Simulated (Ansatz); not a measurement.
The atomisation energy (no zero-point term) down a group: F to I

One atom is swapped for its congeners: NaF; NaCl; NaBr; NaI. All are singlets with charge 0.

Shapes, held fixed at every level: PBE0-D4/def2-TZVP. Programs: Ansatz 0.2.0. Values in eV.

(1) How should the atomisation energy change along the series?

Answers

(1) At CCSD(T)/def2-TZVPP the atomisation energy falls at every step, from 4.63 to 3.22 eV. 5 of 6 levels show this order throughout; 5 agree on the largest and the smallest. For atoms past krypton def2 sets carry core potentials with scalar relativity. Relativity is left out for Br unless named. Correlated rows may include outer-core shells of Br, I, Na, which these sets cover unevenly. Spin-orbit coupling, which grows down the group, is left out (summed over each molecule's free atoms 0.02, 0.04, 0.15, 0.31 eV).

| level | NaF | NaCl | NaBr | NaI |
| --- | --- | --- | --- | --- |
| HF/def2-SVP | 2.78 | 3.00 | 2.80 | 2.43 |
| SPW92/def2-TZVPP | 5.54 | 4.48 | 4.11 | 3.58 |
| PBE-D4/def2-TZVPP | 4.89 | 4.08 | 3.72 | 3.23 |
| MP2/def2-TZVPP | 4.94 | 4.14 | 3.81 | 3.34 |
| CCSD(T)/def2-SVP | 4.28 | 3.69 | 3.50 | 3.05 |
| CCSD(T)/def2-TZVPP | 4.63 | 3.99 | 3.70 | 3.22 |
